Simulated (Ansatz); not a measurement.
Cost and result for the atomization energy of `C=N[C](=C)[GeH3]` (12 atoms, 11 bonds).

```xyz
12

C     1.3891    1.2777   -0.7867
N     1.4547    0.3498    0.0694
C     0.3017   -0.3684    0.4120
C     0.4309   -1.3394    1.3184
Ge   -1.4721   -0.0194   -0.3673
H     2.2944    1.8252   -1.0411
H     0.4660    1.5750   -1.3009
H    -0.4116   -1.9406    1.6370
H     1.4029   -1.5437    1.7568
H    -2.4477   -1.0152    0.2746
H    -1.9419    1.4177   -0.0786
H    -1.4664   -0.2188   -1.8936
```

Total charge 0; spin multiplicity 1. Correlated methods include outer-core shells of Ge, which these sets cover unevenly. Scalar relativity is left out up to krypton. Geometry: relaxed with PBE0-D4/def2-TZVP. It is one conformer, not always the lowest. Program: Ansatz. All runs use 4 threads of an Intel Xeon Platinum 8488C on a shared host. Times are those of one run each, without the atoms' runs, and a repeat can differ threefold. Electronic energies, without spin–orbit coupling; frozen cores. CCSD(T)/CBS adds CCSD(T) − MP2 in def2-TZVPP to the MP2 limit, and its time is that of the two runs behind it. T1 = 0.013; the RHF reference is unstable towards UHF. With those shells the extrapolation isn't a true limit. B3LYP takes the VWN-RPA correlation (the form of Gaussian; ORCA's B3LYP/G).

CCSD(T)/CBS is a level of theory with its own doubt, some kJ/mol a heavy atom from the limit and from the frozen cores, so smaller differences don't rank the functionals.

```tsv
level	functions	wall time	atomization (kJ/mol)	difference from CCSD(T)/CBS	per bond
PBE-D4/def2-TZVPP (with forces)	270	3.1 s	4553.2	113.6	10.3
PBE0-D4/def2-TZVPP	270	3.2 s	4458.2	18.6	1.7
r2SCAN-D4/def2-TZVPP (with forces)	270	3.8 s	4445.4	5.8	0.5
B3LYP-D4/def2-TZVPP (with forces)	270	6 s	4450.7	11.1	1.0
B2PLYP/def2-TZVPP	270	8 s	4397.5	-42.1	-3.8
ωB97X-V/def2-TZVPP	270	8.5 s	4448.6	9.0	0.8
ωB97M-V/def2-TZVPP (with forces)	270	11 s	4437.7	-1.9	-0.2
MP2/def2-QZVPP	527	21 s	4443.7	4.1	0.4
CCSD(T)/def2-TZVPP	270	3.3 min	4333.9	-105.7	-9.6
CCSD(T)/CBS(def2)	–	3.6 min	4439.6	0.0	0.0
```

In def2-TZVPP, CCSD(T) changes the Hartree–Fock value by +1188.8 kJ/mol (the triples alone add +79.3 kJ/mol) and MP2 by +1236.7 kJ/mol; breaking electron pairs costs correlation energy, which Hartree–Fock lacks. The D4 term adds +42.0 kJ/mol with B3LYP and +22.1 kJ/mol with PBE0; it sums over pairs of atoms, weighted by their polarisabilities, and B3LYP, whose exchange is more repulsive, gets the larger term. From PBE to PBE0 (25 % exact exchange), in def2-TZVPP and without D4, the atomization energy moves by −91.0 kJ/mol: exact exchange takes away binding that semilocal exchange gives to molecules.
